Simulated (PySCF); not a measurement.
H2Cl4Ga2, singlet at its CAM-B3LYP/def2-SVP optimised geometry (Å):

```
8

Ga     1.3488    -0.8361     1.6401
Ga    -0.5080    -0.2357     0.0000
H      1.2410    -0.2357     0.0000
Cl     2.0830     0.6867     2.9287
Cl     2.0793    -2.8324     1.6411
H     -0.3999    -0.8361     1.6402
Cl    -1.2410     1.7596     0.0000
Cl    -1.2397    -1.7596    -1.2887
```

Computed with PySCF with CAM-B3LYP/def2-TZVP. Cells within 0.4 Å of a nucleus heavier than hydrogen are left out (blank, or x).

Map of the log10 of the electron density (e/bohr³), floored at −4 on the plane z = 0.0 Å:

```
|0000000011111100000000000000000|
|0000001122222211000000000000000|
|0000012233333322100000000000000|
|0000122344444432210000000000000|
|0001233455555543321000000000000|
|0001234566666554321100000000000|
|0012345667777655432100000000000|
|0012345677x87765432100000000000|
|001234567xxx8765432110000000000|
|001234567xxx8765432211000000000|
|0012345677887765433222110000000|
|0012345667777665443333221000000|
|0012334566676665544444322100000|
|0001234456667766555554432210000|
|0001223455678987666665543210000|
|000012334568xxx8666776543210000|
|000012334568xxx9766776543221000|
|0000123345689xx8666776543221000|
|0001123445668887656665543211000|
|0001223445566665555555443211000|
|0001233445556555444444433221000|
|0001233455555554443333333221100|
|0001233445555544333333333222100|
|0001223445555443332333333322110|
|0001123344444433222333333332210|
|0000122334444332222333443332210|
|0000112233333322222333443332210|
|0000011222222221122233333332110|
|0000001112222111112233333322110|
|0000000011111100011222332221100|
|0000000000000000001122222211000|
```
Scale: ten equal steps from -4.00 (start of '0') to 0.387 (end of '9'), in the order '0123456789'; x runs from -4.00 to 4.00, y from -4.00 (bottom) to 4.00 (top).
